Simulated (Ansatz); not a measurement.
Reaction (SMILES): FSF → F atom + [S]F (F-S)
B3LYP-D3(BJ)/def2-TZVP geometries, fixed; electronic energies without zero-point terms.
Largest species:
```xyz
3

F     -1.2130    -0.5047     0.0161
S     -0.0057     0.5532     0.0075
F      1.2232    -0.4788    -0.0294
```

Basis-set convergence of the bond dissociation energy at CCSD(T) with Ansatz (a program for electronic structure). Cartesian d functions, on some or all atoms, in 6-31+G*; all else is spherical. Cores are frozen. Open shells are unrestricted. No added dispersion term, no relativity. Functions are those of the species that has most. Reference: Hartree-Fock in aug-cc-pV(Q+d)Z plus the correlation part extrapolated as X^-3 from aug-cc-pV(T+d)Z and aug-cc-pV(Q+d)Z, 91.94 kcal/mol, itself unsure by roughly 0.64 kcal/mol (a third of the extrapolation step and of the last Hartree-Fock step). Deviations are taken from unrounded values.

```json
[
 {"basis": "3-21G", "functions": "31", "bond dissociation energy (kcal/mol)": "50.12", "minus reference (kcal/mol)": "-41.82"},
 {"basis": "def2-SVP", "functions": "46", "bond dissociation energy (kcal/mol)": "74.02", "minus reference (kcal/mol)": "-17.92"},
 {"basis": "pcseg-1", "functions": "46", "bond dissociation energy (kcal/mol)": "72.13", "minus reference (kcal/mol)": "-19.80"},
 {"basis": "6-31+G*", "functions": "61", "bond dissociation energy (kcal/mol)": "79.24", "minus reference (kcal/mol)": "-12.69"},
 {"basis": "def2-SVPD", "functions": "73", "bond dissociation energy (kcal/mol)": "78.47", "minus reference (kcal/mol)": "-13.47"},
 {"basis": "pcseg-2", "functions": "94", "bond dissociation energy (kcal/mol)": "87.43", "minus reference (kcal/mol)": "-4.50"},
 {"basis": "cc-pV(T+d)Z", "functions": "99", "bond dissociation energy (kcal/mol)": "85.30", "minus reference (kcal/mol)": "-6.64"},
 {"basis": "6-311++G(3df,3pd)", "functions": "125", "bond dissociation energy (kcal/mol)": "86.32", "minus reference (kcal/mol)": "-5.62"},
 {"basis": "jun-cc-pV(T+d)Z", "functions": "126", "bond dissociation energy (kcal/mol)": "86.62", "minus reference (kcal/mol)": "-5.31"},
 {"basis": "def2-TZVPPD", "functions": "131", "bond dissociation energy (kcal/mol)": "86.74", "minus reference (kcal/mol)": "-5.19"},
 {"basis": "def2-QZVPP", "functions": "184", "bond dissociation energy (kcal/mol)": "89.37", "minus reference (kcal/mol)": "-2.57"},
 {"basis": "aug-cc-pV(Q+d)Z", "functions": "249", "bond dissociation energy (kcal/mol)": "90.59", "minus reference (kcal/mol)": "-1.35"},
 {"basis": "pcseg-4", "functions": "307", "bond dissociation energy (kcal/mol)": "91.27", "minus reference (kcal/mol)": "-0.67"}
]
```
